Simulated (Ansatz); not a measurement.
`O[SiH](Cl)[Si](O)(Cl)Cl` + `C[SiH](O)O` → `C[Si@@H](O)O[Si@H](O)Cl` + `O[SiH](Cl)Cl`  (cleavage of the Si–Si bond)

Calculated with Ansatz (gas phase, PBE0-D4/def2-TZVP geometries, no zero-point term in ΔE). CCSD(T)/CBS adds triple-zeta CCSD(T) − MP2 to the extrapolated MP2 energy (def2 sets, frozen cores). This one scheme is used for every species. Functionals use def2-TZVPP. B3LYP here is the variant with VWN-RPA as its local correlation; programs differ in this. One conformer a species, not always the lowest.

```
             level  ΔE (kJ/mol)
             B3LYP       -147.1
     HF/def2-TZVPP       -176.2
SCS-MP2/def2-TZVPP       -160.5
     HF/def2-QZVPP       -178.6
```

(1) What does CCSD(T)/CBS give? (An estimate is asked.)

Largest T1 diagnostic among the species: 0.011.

Results:

(1) Computed: -151.3 kJ/mol. The listed levels differ from it by 4.2, -24.9, -9.2, -27.3 kJ/mol.

In def2-TZVPP, CCSD(T) changes the Hartree–Fock value by +21.7 kJ/mol (the triples alone add +3.5 kJ/mol) and MP2 by +18.4 kJ/mol. From PBE to PBE0 (25 % exact exchange), in def2-TZVPP and without D4, ΔE moves by −12.0 kJ/mol.
